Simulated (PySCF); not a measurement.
Identify the compound

Molecular formula: C7H13NOSi. Simulated spectra:

1H NMR (400 MHz, computed): δ 6.60 (d, 1H), 5.30 (m, 1H), 2.43 (s, 3H), 1.15 (m, 3H), 1.09 (br s, 1H), 1.03 (m, 1H), 0.96 (m, 3H).

13C{1H} NMR (computed): δ 148.6 (CH), 138.8 (C), 125.0 (C), 24.1 (CH3), 23.2 (CH), 18.6 (CH3), 17.6 (CH3).

- σ from GIAO-PBE0/pcSseg-1
- GFN2-xTB structure
- code: PySCF 2.14.0 with density-fitted response routines
- one conformer, non-relativistic Hamiltonian, fast rotation and ring inversion assumed for equivalent nuclei, gas phase

Shifts are taken against calculated references (same method and geometry level): TMS for 1H (31.72 ppm) and 13C (186.93 ppm).

Task: Which of these isomers gave the spectra?
A. CC(C)(C)O[SiH2]/C=C\C#N
B. CC(C)O[Si@H]1C[C@@H](C#N)C1
C. C/C(C#N)=C\[Si@@H](O)C(C)C
D. C=C[C@H](O[SiH2]C#N)C(C)C

Result: C. 

1. Rings plus π bonds: 3 (no ring in the answer).
2. 7 carbon signals for 7 carbons: no two carbons are equivalent.
3. Carbon types of the structure: 2 × C, 2 × CH, 3 × CH3, leaving 2 H on heteroatoms.
4. δC 148.6: alkene CH; the olefinic region.
5. δC 138.8: fully substituted alkene carbon; the olefinic region.
6. δC 125.0: nitrile carbon; C≡N carbons fall here, among the sp2 signals but without a proton.
7. δC 24.1: allylic methyl carbon; saturated and bonded to C and H only.
8. δH 1.09: hydrogen on an oxygen bonded to Si; exchangeable, gas-phase position.

The others: CC(C)(C)O[SiH2]/C=C\C#N would give 5 carbon signals, not 7; CC(C)O[Si@H]1C[C@@H](C#N)C1 would give 5 carbon signals, not 7; C=C[C@H](O[SiH2]C#N)C(C)C would give 9 signals for carbon-bound and other non-exchanging H, not 6.

OH/NH shifts are gas-phase values; hydrogen bonding in solution moves them, usually downfield. Shifts are as computed. Against solution values, carbons near 30 ppm lie about +3 ppm off and those near 130 ppm about +5 ppm. Of 1211 compounds with measured shifts, 218 miss one by over three times the rms of a fit or turn the order of signals round; such compounds aren't used in these exercises. No couplings were computed; multiplicities are counted from neighbouring protons, with m where these are inequivalent, close in shift, in a saturated or five-membered ring or joined by F or P, and br s for small geminal =CH2 splittings.
